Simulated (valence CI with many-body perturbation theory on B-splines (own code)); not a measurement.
## Valence orbitals of Rh14+

Calculated by configuration interaction combined with many-body perturbation theory (CI+MBPT): three valence electrons over a frozen Dirac-Fock core [Ar] 3d10, a basis of 11 s, 11 p, 9 d, 7 f, 5 g, 2 h, 1 i functions for each j, with the one-electron correlation potential Σ1, the two-electron term Σ2, the three-electron term Σ3, Breit, model QED; selected CI, second order for the rest (own B-spline code, finite nucleus).

No measured levels were compared; by estimate levels hold to about 250 cm⁻¹ or 0.2 % of their energy and the worst to 1 %, as in measured heavy ions of charge 2 to 7; those with d or f electrons hold less well.

These are the spectroscopic orbitals of the CI (the correlating ones are not listed), shaped by the core and the other valence electrons. h is the expectation value of the core's Dirac-Fock operator, without the valence repulsion; Σ1 is computed up to l = 3 at one energy for each symmetry, that of its lowest orbital but kept below the first core excitation, so for empty shells it is not the orbital's own correlation shift; Breit and QED include the response of the core.

| Orbital | h (hartree) | Σ1 (cm⁻¹) | Breit (cm⁻¹) | QED (cm⁻¹) | ⟨r⟩ (bohr) |
| --- | --- | --- | --- | --- | --- |
| 4s1/2 | -15.235 | -11160 | 1243 | 971 | 0.8753 |
| 5s1/2 | -8.5819 | -3527 | 500 | 391 | 1.568 |
| 6s1/2 | -5.5162 | -1593 | 245 | 193 | 2.467 |
| 7s1/2 | -3.8472 | -874 | 140 | 110 | 3.562 |
| 4p1/2 | -13.945 | -10625 | 1906 | -55.4 | 0.9049 |
| 5p1/2 | -7.9996 | -3436 | 767 | -22.1 | 1.639 |
| 6p1/2 | -5.2096 | -1625 | 394 | -11.3 | 2.568 |
| 7p1/2 | -3.6659 | -911 | 230 | -6.6 | 3.695 |
| 4p3/2 | -13.718 | -10028 | 1186 | 35.8 | 0.9214 |
| 5p3/2 | -7.9019 | -3301 | 479 | 14.5 | 1.661 |
| 6p3/2 | -5.1584 | -1573 | 255 | 7.5 | 2.595 |
| 7p3/2 | -3.6357 | -885 | 149 | 4.4 | 3.727 |
| 4d3/2 | -11.609 | -9113 | 570 | -54.1 | 0.9820 |
| 5d3/2 | -6.9579 | -3300 | 252 | -23.1 | 1.787 |
| 6d3/2 | -4.6546 | -1661 | 137 | -12.4 | 2.781 |
| 4d5/2 | -11.567 | -8967 | 281 | -30.0 | 0.9863 |
| 5d5/2 | -6.9391 | -3254 | 122 | -12.8 | 1.793 |
| 6d5/2 | -4.6443 | -1639 | 66.1 | -6.8 | 2.788 |
| 4f5/2 | -9.4078 | -7423 | 65.7 | -12.5 | 1.045 |
| 5f5/2 | -5.998 | -2842 | 37.8 | -7.5 | 1.916 |
| 4f7/2 | -9.4054 | -7354 | -26.3 | -8.7 | 1.046 |
| 5f7/2 | -5.9961 | -2807 | -15.2 | -5.4 | 1.917 |
| 5g7/2 | -5.7298 |  | -0.1 | -0.7 | 1.802 |
| 5g9/2 | -5.7291 |  | -2.4 | 0.2 | 1.802 |

Among the shells of the start configuration 4s2 4p1, Σ1 is largest in size for 4s1/2, where it is 0.33 % of h.

Lowest root of each symmetry, sizes in configuration state functions:

```
  J  Parity  Roots  Reference  Variational  Second order  Change by selected CI (cm⁻¹)  Change by second order (cm⁻¹)
1/2    even     10         56         7906         17054                         -1013                              0
3/2    even     12         86        12235         31343                          -752                             -1
5/2    even     11         88        14001         37775                          -936                             -1
7/2    even      6         64        13192         47888                         -1675                             -3
9/2    even      3         41         9404         38885                         -1918                             -3
1/2     odd      7         52         7028         20356                         -1942                              0
3/2     odd     12         85        12029         40458                         -1902                              0
5/2     odd     10         84        13379         55012                         -1550                             -2
7/2     odd      6         64        11889         55437                         -1137                             -2
9/2     odd      2         34         8267         43613                         -1018                             -4
```
